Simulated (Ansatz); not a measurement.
Question: Name a neutral molecule of C, Cl, N, O, Ti and H with HOMO energy (B3LYP/def2-TZVPP) between -6.50 and -6.20 eV and HOMO–LUMO gap (B3LYP/def2-TZVPP) between 4.70 and 5.00 eV (Ansatz, PBE0-D4/def2-TZVP geometry).

Answer: `CC[O][Ti]([Cl])([O]C)[N](C)C` (-6.30 eV, 4.90 eV); `CC[N](CC)[Ti]([Cl])([O]C)[O]C` (-6.36 eV, 4.99 eV). Other molecules can fit too; these were computed, each in one conformer that needn't be the lowest.

B3LYP here is the variant with VWN-RPA as its local correlation; programs differ in this.
